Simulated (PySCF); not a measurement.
CaCl2, SMILES [Cl][Ca][Cl]. Atoms are numbered in the order given.

```xyz
3

Ca     0.0000     0.0000     0.0000
Cl     0.0000     0.0000    -2.4696
Cl     0.0000     0.0000     2.4696
```
Charge 0, spin multiplicity 1.

Geometry: B3LYP-D3(BJ)/def2-TZVP. The isomer is the one that the SMILES or the coordinates give; other isomers of the formula were not compared.

Method: PySCF with r2SCAN/def2-TZVPD.

Mulliken values depend strongly on the basis, most of all with diffuse functions as here. ESP charges are fitted to the potential on shells at 1.4 to 2.0 van der Waals radii. Atomic charges (e):

```json
[
 {"atom": "Ca1", "ESP fit": "___", "Mulliken": "1.45"},
 {"atom": "Cl2", "ESP fit": "___", "Mulliken": "-0.73"},
 {"atom": "Cl3", "ESP fit": "___", "Mulliken": "-0.73"}
]
```

Q: Fill in the missing entries. (Estimate from the structure and the level; the computed values follow.)

A: 
- Ca1, ESP fit: 1.07
- Cl2, ESP fit: -0.53
- Cl3, ESP fit: -0.53
